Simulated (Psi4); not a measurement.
C4H4N, doublet (typed; the unrestricted solution is spin-contaminated), geometry from GFN2-xTB. Base run: HF/pcseg-1 in Psi4.

Here is a job for Psi4.
```
memory 2 GB

molecule mol {
0 2
  C     0.440262   -1.153799    0.130158
  C    -0.869770   -0.817265    0.012417
  N    -0.908958    0.545552   -0.108856
  C     0.359408    1.037706   -0.066063
  C     1.237460   -0.007892    0.084234
  H    -1.758266   -1.413890    0.004364
  H    -1.743158    1.100391   -0.213474
  H     0.555913    2.089258   -0.144329
  H     2.304058    0.052878    0.150955
}

set basis pcseg-1
set reference uhf

energy('scf')
print_variables()
```

Variants of this job, named by their change:

```csv
change,ΔE vs base (mEh),SCF cycles,basis functions,outcome
base,0.000,15,90,converged
level_shift = 1.0,0.000,15,90,converged
damping_percentage = 50,-,-,90,not converged
guess = sap,0.000,15,90,converged
e_convergence = 1e-8,0.000,17,90,converged
basis_guess = sto-3g,-,-,29,not converged
guess = modhuckel,0.000,16,90,converged
df_basis_scf = cc-pvtz-jkfit,-0.038,15,90,converged
scf_initial_accelerator = none,0.000,15,90,converged
guess = huckel,0.000,16,90,converged
d_convergence = 1e-8,0.000,22,90,converged
scf_type = cd,0.112,15,90,converged
e_convergence = 1e-4,0.000,15,90,converged
```

Open shells are given as the SCF converged; they aren't shown to be the lowest states, and a large step between rows can be another state.
